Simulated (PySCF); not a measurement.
F₄Hf, charge +1, doublet, geometry from GFN2-xTB (such geometries of metal compounds can be far from the true shape) (the multiplicity is a formal guess) (core potentials on Hf). Base run: B3LYP/def2-SV(P) (PySCF).

Input for PySCF:
```python
from pyscf import gto, scf, dft

mol = gto.Mole()
mol.atom = '''
    Hf    0.00000000   -0.00000000   -0.00000000
    F     1.22674153    0.87023871   -1.08387958
    F     0.88960024   -1.19152916    1.10719231
    F    -1.21136832   -0.92425168   -1.05610168
    F    -0.90497345    1.24554213    1.03278894
'''
mol.basis = 'def2-sv(p)'
mol.ecp = {'Hf': 'def2-sv(p)'}
mol.charge = 1
mol.spin = 1
mol.verbose = 4
mol.build()

mf = dft.UKS(mol)
mf.xc = 'b3lyp'
mf.kernel()
```

The base run was repeated with changes; each row names its change, and settings that it needs were set with it.

```csv
change,basis functions,E (Eh),HOMO (eV),outcome
base,81,-446.86884,-18.30,converged
basis = x2c-SVPall; relativity = none (without mol.ecp = {'Hf': 'def2-sv(p)'}),122,-13326.88329,-15.05,converged
basis = x2c-SVPall; relativity = spin-free X2C; nucleus = Gaussian (with mol.nucmod = 'G'; without mol.ecp = {'Hf': 'def2-sv(p)'}),122,-,-,not converged
basis = x2c-TZVPall; relativity = spin-free X2C; nucleus = Gaussian (with mol.nucmod = 'G'; without mol.ecp = {'Hf': 'def2-sv(p)'}),205,-,-,not converged
basis = x2c-TZVPall; relativity = spin-free X2C (without mol.ecp = {'Hf': 'def2-sv(p)'}),205,-,-,not converged
basis = x2c-TZVPall; relativity = none (without mol.ecp = {'Hf': 'def2-sv(p)'}),205,-14322.45335,-18.46,converged
basis = jorge-DZP-DKH; relativity = none (without mol.ecp = {'Hf': 'def2-sv(p)'}),120,-14459.25905,-18.68,converged
basis = x2c-SVPall; relativity = spin-free X2C (without mol.ecp = {'Hf': 'def2-sv(p)'}),122,-,-,not converged
basis = jorge-DZP-DKH; relativity = spin-free X2C; nucleus = Gaussian (with mol.nucmod = 'G'; without mol.ecp = {'Hf': 'def2-sv(p)'}),120,-15466.04603,-18.35,converged
basis = jorge-DZP-DKH; relativity = spin-free X2C (without mol.ecp = {'Hf': 'def2-sv(p)'}),120,-15467.43533,-18.35,converged
```

Total energies compare only within one method and basis.

Open shells are given as the SCF converged; they aren't shown to be the lowest states, and a large step between rows can be another state.

Basis sets contracted for a relativistic Hamiltonian are a mismatch without it, so the rows without relativity aren't non-relativistic limits. No row has spin-orbit coupling; sets with core potentials leave out the core electrons.
